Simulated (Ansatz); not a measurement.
A structure relaxed at PBE0-D4/def2-TZVP, charge 0, multiplicity 1:

```xyz
9

F     0.406   -0.375    2.034
C     0.084   -0.596    0.726
Si   -1.053    0.431   -0.352
C     0.803    0.223   -0.315
Cl    1.864   -0.564   -1.474
H     0.054   -1.662    0.502
H    -1.884   -0.305   -1.324
H    -1.555    1.749    0.083
H     1.282    1.099    0.120
```

Problem. Give its formula and SMILES.

Solution. C2H4ClFSi, `F[C@H]1[SiH2][C@@H]1Cl`.

Problem. Summarise the bond lengths by kind.

Solution. 1 × C–F 1.366 Å; 2 × C–Si 1.868 to 1.873 Å; 1 × C–C 1.507 Å; 2 × C–H 1.089 to 1.090 Å; 2 × H–Si 1.476 Å; 1 × C–Cl 1.757 Å.

Results of the Gaussian-basis code of Ansatz.
